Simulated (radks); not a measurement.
All-electron atom: Zr10+ in [Ar] 3d(3/2: 4, 5/2: 5) 4s2 4p(1/2: 1, 3/2: 0) (not the ground configuration). Calculated with a radial shooting solver on a logarithmic mesh with Libxc functionals: Dirac Kohn-Sham, BLYP, spin-unpolarised, spherical densities, finite nucleus; Fermi nuclear charge, rms radius 4.2694 fm.

Radial electron density D(r) = 4 pi r^2 rho(r):

r (bohr)  D(r) (e/bohr)
0.003914          7.581
0.005056          11.29
0.006479          16.19
0.00837           22.72
0.01073           30.28
0.01385           38.57
0.01775           45.68
0.02293           50.11
0.02939           50.19
0.03796           46.47
0.04904           42.69
0.06284           44.02
0.08118           52.18
0.104             60.41
0.1344            58.89
0.1722            46.71
0.2224            36.55
0.285             39.04
0.3682            43.86
0.4756            35.43
0.6095            19.40
0.7873            8.685
1.009             5.087
1.303             2.638
1.67             0.7504
2.157           0.08545
2.765          0.003546

D(r) has 3 maxima, at r = 0.0261, 0.115, 0.365 bohr, and minima at 0.0531, 0.237 bohr, inside which lie 2.07, 11.08 electrons.
